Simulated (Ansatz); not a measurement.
`C=[CH][GeH2][Cl]` → `C=CCl` + `[GeH2]` at 400 K and 1 bar (germylene formation by 1,1-elimination).

Computed with Ansatz on PBE0-D4/def2-TZVP structures; ΔE is electronic, products minus reactants. CCSD(T)/CBS is the MP2 limit (def2-TZVPP, def2-QZVPP) plus CCSD(T) − MP2 in def2-TZVPP, frozen cores. This one scheme is used for every species. For Ge outer-core shells are correlated without core-valence functions, which leaves a few kJ/mol of doubt a bond. Scalar relativity is left out up to krypton. One conformer a species, not always the lowest.

| species | CCSD(T)/CBS energy (Eh) | H − E (kJ/mol) | S (J/(mol·K)) |
| --- | --- | --- | --- |
| `C=[CH][GeH2][Cl]` | -2615.01675 | 184.8 | 360.7 |
| `C=CCl` | -537.65823 | 130.0 | 280.5 |
| `[GeH2]` | -2077.24753 | 42.4 | 231.0 |

H − E and S are ideal-gas, rigid-rotor, harmonic terms from PBE0-D4/def2-TZVP, for one conformer and one mirror image of each species. 1 Eh = 2625.50 kJ/mol, R = 8.31446 J/(mol·K).

Q: By hand: ΔE, ΔH, ΔS and ΔG.

A: ΔE = (-537.65823) + (-2077.24753) − (-2615.01675) = 0.11099 Eh = 291.4 kJ/mol. Δ(H − E) = 130.0 + 42.4 − 184.8 = -12.4, so ΔH = 279.0 kJ/mol. ΔS = 280.5 + 231.0 − 360.7 = 150.8 J/(mol·K). ΔG = 279.0 − 400 × (150.8)/1000 = 218.7 kJ/mol.

Q: By hand: the equilibrium constant, and the temperature at which ΔG would vanish if ΔH and ΔS stayed fixed.

A: log₁₀ K = −ΔG/(RT ln 10) = -28.6. ΔG = 0 at ΔH/ΔS = 1850 K.

The number of gas molecules changes by +1, which sets the sign of ΔS. A doubt of 5 kJ/mol in ΔE shifts log₁₀ K by 0.7 here. Other conformers and mirror images would add mixing entropy, several J/(mol·K) or more a flexible species. These are equilibria of isolated gas molecules and say nothing of rates. Largest T1 diagnostic: 0.012 (customary marks: 0.02 for closed shells, 0.045 for open ones).
